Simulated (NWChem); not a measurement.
System: CH$_{5}$NOSi$_{2}$; SMILES O=C=N[SiH2][SiH3]

```xyz
10

O      0.6071    -3.2302     0.0033
C      0.1218    -2.1675    -0.0009
N     -0.3831    -1.0825    -0.0060
Si    -0.9895     0.5340    -0.0005
Si     0.8171     2.0347     0.0006
H     -1.8421     0.7250    -1.2113
H     -1.8381     0.7190     1.2141
H      1.6530     1.8218    -1.2197
H      1.6581     1.8137     1.2160
H      0.3044     3.4395     0.0063
```
Atoms are numbered in this order, from 1.

All runs: NWChem. Geometry: optimised at PBE0/def2-SVP. B3LYP is NWChem's, with the RPA form of VWN correlation. Level: B3LYP/def2-SVP with SMD (1 M gas to 1 M solution), gas-phase geometry. Reactions with the solvent are ignored.

```tsv
solvent	dielectric constant	solvation free energy (kcal/mol)	cavity-dispersion-structure term (kcal/mol)	dipole in solution (D)
water	78.4	4.3	7.1	2.83
1-propanol	20.5	0.8	3.3	2.75
N,N-dimethylformamide	37.2	-1.1	0.5	2.54
anisole	4.22	-1.0	0.2	2.44
chlorobenzene	5.70	-1.4	0.0	2.47
acetonitrile	35.7	-0.8	1.0	2.56
diethyl ether	4.24	-2.0	-0.8	2.44
```
